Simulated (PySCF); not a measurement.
# Shieldings and the share of exact exchange

Molecule: `FC[O+](C)[AlH2-][Cl]`, C2H7AlClFO.

Cartesian coordinates in Å; atom numbers follow the order of the lines, from 1:
```xyz
13

C    -0.0470    1.5037   -0.1177
O    -0.1042    0.0748   -0.0216
C    -1.3877   -0.4756   -0.0171
F    -2.0250   -0.1537    1.1258
Al    1.4525   -1.2029    0.0969
Cl    3.0477    0.2338    0.0894
H    -0.4646    1.8182   -1.0861
H    -0.6120    1.9451    0.7133
H     1.0124    1.7753   -0.0533
H    -1.2644   -1.5674   -0.0880
H    -1.9606   -0.0788   -0.8723
H     1.2240   -1.9885   -1.2693
H     1.1360   -1.9008    1.4883
```

GIAO shieldings (ppm, equivalent atoms averaged) in PySCF on the PBE0-D3(BJ)/def2-SVP geometry, basis pcSseg-1, gas phase, non-relativistic:

```tsv
functional	exact exchange (%)	σ(C3)	σ(C1)	σ(O2)	σ(F4)
BLYP	0	68.0	117.4	255.8	337.7
BP86	0	73.1	121.8	261.5	340.8
PBE	0	73.6	122.6	261.0	339.6
B3LYP	20	75.2	121.8	267.6	352.4
mPW1PW91	25	81.3	126.4	274.2	357.3
BHandHLYP	50	84.9	127.6	282.4	369.5
HF	100	100.7	137.2	303.7	390.9
```

(1) Fit each shielding as a line in the percentage of exact exchange.

(2) What does the line predict for PBE0 (25 %), and what does the run give?

Results:

(1) σ(C3) = 71.5 + 0.29 x (rms 2.1 ppm); σ(C1) = 120.4 + 0.16 x (rms 1.9 ppm); σ(O2) = 259.9 + 0.44 x (rms 2.2 ppm); σ(F4) = 340.9 + 0.52 x (rms 2.2 ppm). The functionals also differ in their semilocal parts, which the line can't hold; Hartree–Fock has no correlation at all.

(2) σ(C3): 78.8 predicted, 82.0 computed; σ(C1): 124.4 predicted, 127.4 computed; σ(O2): 270.9 predicted, 274.8 computed; σ(F4): 353.9 predicted, 357.1 computed ppm.
